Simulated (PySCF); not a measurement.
TaF₄Br, SMILES [Ta]([F])([Br])([F])([F])[F], multiplicity 1.

Geometry: PBE0-D3(BJ)/def2-SVP. The multiplicity is an assumed one; no other spin state was optimised. The structure was generated by enumeration; whether it is a known compound was not checked. The def2 effective core potentials stand for the cores of Ta; spin–orbit coupling is left out.

Two levels are set side by side: PBE/def2-TZVP (PySCF) and CAM-B3LYP/def2-TZVP (PySCF). Same geometry, gas phase. Differences are taken from unrounded values.

```
quantity                     CAM-B3LYP
---------------------------  ---------
orbital gap (eV)                  9.67
highest occupied level (eV)     -11.44
lowest empty level (eV)          -1.77
dipole moment (D)                 1.72
mean polarisability (bohr³)       56.3
```

Q: What does PBE give, and how far is it from CAM-B3LYP? (Estimate from the structure and the level; the computed values follow.)

A: 
```csv
quantity,PBE,PBE minus CAM-B3LYP
orbital gap (eV),5.17,-4.50
highest occupied level (eV),-8.70,2.74
lowest empty level (eV),-3.53,-1.76
dipole moment (D),1.61,-0.12
mean polarisability (bohr³),60.2,3.9
```

PBE's occupied levels lie high since its potential decays too fast outside the molecule; exact exchange lowers them and widens the gap. PBE's more diffuse valence density responds more strongly to a field. Differences between two approximate levels are no errors against the true value.

Rough cost on one machine, each run with all the roots and properties that it gave: CAM-B3LYP against PBE within a factor of 2.
